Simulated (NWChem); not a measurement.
System: NH₂SeF; SMILES N[Se]F

Input file for NWChem:

```
start job
memory heap 200 mb stack 900 mb global 1100 mb
geometry units angstroms noautosym nocenter noautoz
  Se     0.377387     0.016423     0.000000
  F     -0.539606    -1.522035     0.000000
  N     -0.887701     1.249342     0.000000
  H     -1.427414     1.380968     0.850310
  H     -1.427414     1.380968    -0.850310
end
basis spherical
  * library cc-pvtz
end
dft
  xc xpbe96 cpbe96
  iterations 150
end
property
  efieldgrad
end
task dft property
```

Parts of the log:

```
             Northwest Computational Chemistry Package (NWChem) 7.3.0
             --------------------------------------------------------

                             Geometry "geometry" -> ""
                             -------------------------

 Output coordinates in angstroms (scale by  1.889725989 to convert to a.u.)

  No.       Tag          Charge          X              Y              Z
 ---- ---------------- ---------- -------------- -------------- --------------
    1 Se                  34.0000     0.37738700     0.01642300     0.00000000
    2 F                    9.0000    -0.53960600    -1.52203500     0.00000000
    3 N                    7.0000    -0.88770100     1.24934200     0.00000000
    4 H                    1.0000    -1.42741400     1.38096800     0.85031000
    5 H                    1.0000    -1.42741400     1.38096800    -0.85031000

 Effective nuclear repulsion energy (a.u.)     199.1568244225

  pbe96 is a nonlocal functional; adding pw91lda local functional.
                              NWChem Property Module
                              ----------------------

  itol2e modified to match energy
  convergence criterion.

                                 NWChem DFT Module
                                 -----------------

 Summary of "ao basis" -> "ao basis" (spherical)
 ------------------------------------------------------------------------------
       Tag                 Description            Shells   Functions and Types
 ---------------- ------------------------------  ------  ---------------------
 Se                         cc-pvtz                 15       43   6s5p3d1f
 F                          cc-pvtz                 10       30   4s3p2d1f
 N                          cc-pvtz                 10       30   4s3p2d1f
 H                          cc-pvtz                  6       14   3s2p1d

  itol2e modified to match energy
  convergence criterion.

            General Information
            -------------------
          SCF calculation type: DFT
          Wavefunction type:  closed shell.
          No. of atoms     :     5
          No. of electrons :    52
           Alpha electrons :    26
            Beta electrons :    26
          Charge           :     0
          Spin multiplicity:     1
          Use of symmetry is: off; symmetry adaption is: off
          Maximum number of iterations: 150
          AO basis - number of functions:   131
                     number of shells:    47
          Convergence on energy requested:  1.00D-07
          Convergence on density requested:  1.00D-05
          Convergence on gradient requested:  5.00D-04

              XC Information
              --------------
          PerdewBurkeErnzerhof Exchange Functional  1.000
            Perdew 1991 LDA Correlation Functional  1.000 local
           PerdewBurkeErnz. Correlation Functional  1.000 non-local

             Grid Information
             ----------------
          Grid used for XC integration:  fine
          Radial quadrature: Mura-Knowles
          Angular quadrature: Lebedev.
          Tag              B.-S. Rad. Rad. Pts. Rad. Cut. Ang. Pts.
          ---              ---------- --------- --------- ---------
          Se                  1.15      140           9.0       974
          F                   0.50       70          10.0       590
          N                   0.65       70           8.0       590
          H                   0.35       60          10.0       590
          Grid pruning is: on
          Number of quadrature shells:   400
          Spatial weights used:  Erf1

      Superposition of Atomic Density Guess
      -------------------------------------

 Sum of atomic energies:       -2554.57245977

      Non-variational initial energy
      ------------------------------

 Total energy =   -2555.215196
 1-e energy   =   -3954.598980
 2-e energy   =    1200.226959
 HOMO         =      -0.233072
 LUMO         =      -0.038819

[...]

          -----------------------
          Electric field gradient
          -----------------------

 1 a.u. = 0.324123 10**(16) esu/cm**3  ( or statvolts/cm**2 ) = 0.97174 10**(22) v/m**2

 ------------------------------------------------------------
   Atom      X         Y         Z
 ------------------------------------------------------------
    1 Se   0.71316   0.03103   0.00000
 ------------------------------------------------------------

 Electric field gradient in molecular frame (a.u.)
         XX             YY             ZZ             XY             XZ             YZ
 ------------------------------------------------------------------------------------------
       -2.555178      -6.340737       8.895915      -0.967897       0.000000       0.000000

 Principal components (a.u.) and orientation
 of principal axis w.r.t. absolute frame                      Asymmetry parameter eta
 --------------------------------------------------------------------------------------
        8.895915      -6.573854      -2.322061                       0.477949

        0.000000       0.234154       0.972200
        0.000000       0.972200      -0.234154
        1.000000      -0.000000      -0.000000

 ------------------------------------------------------------
   Atom      X         Y         Z
 ------------------------------------------------------------
    2 F   -1.01971  -2.87623   0.00000
 ------------------------------------------------------------

 Electric field gradient in molecular frame (a.u.)
         XX             YY             ZZ             XY             XZ             YZ
 ------------------------------------------------------------------------------------------
       -0.004647      -1.550245       1.554892      -1.434285      -0.000000      -0.000000

 Principal components (a.u.) and orientation
 of principal axis w.r.t. absolute frame                      Asymmetry parameter eta
 --------------------------------------------------------------------------------------
       -2.406677       1.554892       0.851785                       0.292148

        0.512673      -0.000000       0.858584
        0.858584       0.000000      -0.512673
        0.000000       1.000000       0.000000

 ------------------------------------------------------------
   Atom      X         Y         Z
 ------------------------------------------------------------
    3 N   -1.67751   2.36091   0.00000
 ------------------------------------------------------------

 Electric field gradient in molecular frame (a.u.)
         XX             YY             ZZ             XY             XZ             YZ
 ------------------------------------------------------------------------------------------
       -0.028268       0.334449      -0.306181       0.682747       0.000000       0.000000

 Principal components (a.u.) and orientation
 of principal axis w.r.t. absolute frame                      Asymmetry parameter eta
 --------------------------------------------------------------------------------------
        0.859514      -0.553333      -0.306181                       0.287549

        0.609619       0.792694       0.000000
        0.792694      -0.609619      -0.000000
        0.000000      -0.000000       1.000000

 ------------------------------------------------------------
   Atom      X         Y         Z
 ------------------------------------------------------------
    4 H   -2.69742   2.60965   1.60685
 ------------------------------------------------------------

 Electric field gradient in molecular frame (a.u.)
         XX             YY             ZZ             XY             XZ             YZ
 ------------------------------------------------------------------------------------------
        0.027672       0.197233      -0.224905       0.061664       0.244546      -0.055114

 Principal components (a.u.) and orientation
 of principal axis w.r.t. absolute frame                      Asymmetry parameter eta
 --------------------------------------------------------------------------------------
       -0.384631       0.220799       0.163832                       0.148108

       -0.520329       0.465267       0.716090
        0.135013       0.872820      -0.468996
        0.843226       0.147351       0.516970

 ------------------------------------------------------------
   Atom      X         Y         Z
 ------------------------------------------------------------
    5 H   -2.69742   2.60965  -1.60685
 ------------------------------------------------------------

 Electric field gradient in molecular frame (a.u.)
         XX             YY             ZZ             XY             XZ             YZ
 ------------------------------------------------------------------------------------------
        0.027672       0.197233      -0.224905       0.061664      -0.244546       0.055114

 Principal components (a.u.) and orientation
 of principal axis w.r.t. absolute frame                      Asymmetry parameter eta
 --------------------------------------------------------------------------------------
       -0.384631       0.220799       0.163832                       0.148108

        0.520329       0.465267       0.716090
       -0.135013       0.872820      -0.468996
        0.843226      -0.147351      -0.516970
```

Level: PBE/cc-pVTZ. Coordinates come from a PBE0/def2-SVP optimisation. NWChem prints the field gradient with the sign opposite to the second derivative of the potential.
